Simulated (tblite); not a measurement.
Isomers of C5H4ClF2O (doublet state). Method: GFN2-xTB as coded in tblite; computed harmonic values from a numerical Hessian at the method's own geometry, unscaled. Errors from tens to a few hundred cm⁻¹ against measured bands are possible. One conformer each. Open shells enter through the occupations alone, without spin polarisation, and single modes of such species can be off by tens of per cent.

Electronic energies: GFN2-xTB at the same geometries; isomer energies are rough at this level and their order can be wrong.

| SMILES | electronic energy, lowest = 0 (kcal/mol) |
| --- | --- |
| F[C]1OC=CC[C@@]1(F)Cl | 0.0 |
| O=C=C([CH]C(F)F)CCl | 8.1 |
| O=C=C(CCl)C[C](F)F | 18.2 |
| O=C=C([CH]Cl)CC(F)F | 3.9 |
| F[C@@H]1OC=[C]C[C@]1(F)Cl | 17.1 |

Q: How do GFN2-xTB zero-point energies change the relative energies?

A: 
| SMILES | ZPE (kcal/mol) | of it from modes above 1550 cm⁻¹ | electronic (kcal/mol) | with ZPE, lowest = 0 (kcal/mol) | lowest mode (cm⁻¹) | rings |
| --- | --- | --- | --- | --- | --- | --- |
| F[C]1OC=CC[C@@]1(F)Cl | 49.9 | 19.8 | 0.0 | 0.0 | 56 | 1 |
| O=C=C([CH]Cl)CC(F)F | 49.0 | 20.4 | 3.9 | 2.9 | 41 | 0 |
| O=C=C([CH]C(F)F)CCl | 48.9 | 20.3 | 8.1 | 7.0 | 51 | 0 |
| F[C@@H]1OC=[C]C[C@]1(F)Cl | 50.1 | 19.7 | 17.1 | 17.2 | 98 | 1 |
| O=C=C(CCl)C[C](F)F | 49.3 | 20.4 | 18.2 | 17.6 | 38 | 0 |

The zero-point energies span 1.2 kcal/mol, from `O=C=C([CH]C(F)F)CCl` to `F[C@@H]1OC=[C]C[C@]1(F)Cl`. The order is unchanged.

Q: What do entropy and thermal enthalpy add at 298.15 K and 1 bar (rigid rotor, harmonic oscillator, one conformer each)?

A: 
```json
{"SMILES": "F[C]1OC=CC[C@@]1(F)Cl", "point group": "C1", "symmetry number": "1", "S (cal/(mol K))": "92.9", "H − H(0) (kcal/mol)": "5.93", "ZPE + H − H(0) − TS (kcal/mol)": "28.1"}
{"SMILES": "O=C=C([CH]Cl)CC(F)F", "point group": "C1", "symmetry number": "1", "S (cal/(mol K))": "102.6", "H − H(0) (kcal/mol)": "6.81", "ZPE + H − H(0) − TS (kcal/mol)": "25.2"}
{"SMILES": "O=C=C([CH]C(F)F)CCl", "point group": "C1", "symmetry number": "1", "S (cal/(mol K))": "101.6", "H − H(0) (kcal/mol)": "6.71", "ZPE + H − H(0) − TS (kcal/mol)": "25.3"}
{"SMILES": "F[C@@H]1OC=[C]C[C@]1(F)Cl", "point group": "C1", "symmetry number": "1", "S (cal/(mol K))": "90.6", "H − H(0) (kcal/mol)": "5.73", "ZPE + H − H(0) − TS (kcal/mol)": "28.8"}
{"SMILES": "O=C=C(CCl)C[C](F)F", "point group": "C1", "symmetry number": "1", "S (cal/(mol K))": "103.4", "H − H(0) (kcal/mol)": "6.79", "ZPE + H − H(0) − TS (kcal/mol)": "25.3"}
```

S holds R ln(2S + 1) for the spin.
